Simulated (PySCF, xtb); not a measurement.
Sn(F)(Et)(OH)2 (C₂H₇FO₂Sn), SMILES C[CH2][Sn]([OH])([OH])[F].

GFN2-xTB (xtb) at its own geometry gives an orbital gap of 3.83 eV and a dipole moment of 4.11 D.

The structure is a stationary point at B3LYP-D3(BJ)/def2-SVP. The structure was generated by enumeration; whether it is a known compound was not checked. The def2 effective core potentials stand for the cores of Sn; spin–orbit coupling is left out. The values are those of a single conformer.

Task: What does PBE/def2-TZVP run with PySCF give? (An estimate is asked for; the answer gives what the named calculation found.)

Result: gap 4.73 eV (levels -6.97 and -2.25 eV), dipole 1.93 D.
